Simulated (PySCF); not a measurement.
A calculated (M06-L, PySCF 2.14, cc-pVTZ, no relativity, point nucleus) atom or ion has these occupied shells.

```json
{"shell": "1s α", "electrons": "1", "orbital energy (eV)": "-6402.8", "rms radius, mean of both spins (bohr)": "0.0713"}
{"shell": "1s β", "electrons": "1", "orbital energy (eV)": "-6402.7", "rms radius, mean of both spins (bohr)": "0.0713"}
{"shell": "2s α", "electrons": "1", "orbital energy (eV)": "-751.08", "rms radius, mean of both spins (bohr)": "0.305"}
{"shell": "2s β", "electrons": "1", "orbital energy (eV)": "-748.03", "rms radius, mean of both spins (bohr)": "0.305"}
{"shell": "2p α", "electrons": "3", "orbital energy (eV)": "-641.99", "rms radius, mean of both spins (bohr)": "0.275"}
{"shell": "2p β", "electrons": "3", "orbital energy (eV)": "-639.74", "rms radius, mean of both spins (bohr)": "0.275"}
{"shell": "3s α", "electrons": "1", "orbital energy (eV)": "-98.094", "rms radius, mean of both spins (bohr)": "0.922"}
{"shell": "3s β", "electrons": "1", "orbital energy (eV)": "-90.851", "rms radius, mean of both spins (bohr)": "0.922"}
{"shell": "3p α", "electrons": "3", "orbital energy (eV)": "-66.368", "rms radius, mean of both spins (bohr)": "0.987"}
{"shell": "3p β", "electrons": "3", "orbital energy (eV)": "-59.268", "rms radius, mean of both spins (bohr)": "0.987"}
{"shell": "3d α", "electrons": "5", "orbital energy (eV)": "-16.627", "rms radius, mean of both spins (bohr)": "1.32"}
{"shell": "4s α", "electrons": "1", "orbital energy (eV)": "-12.190", "rms radius, mean of both spins (bohr)": "2.91"}
```

Q: Name the element and its charge.

A: Mn⁺ (manganese, charge +1), in [Ar] 3d5 4s1, high-spin 7S determinant.
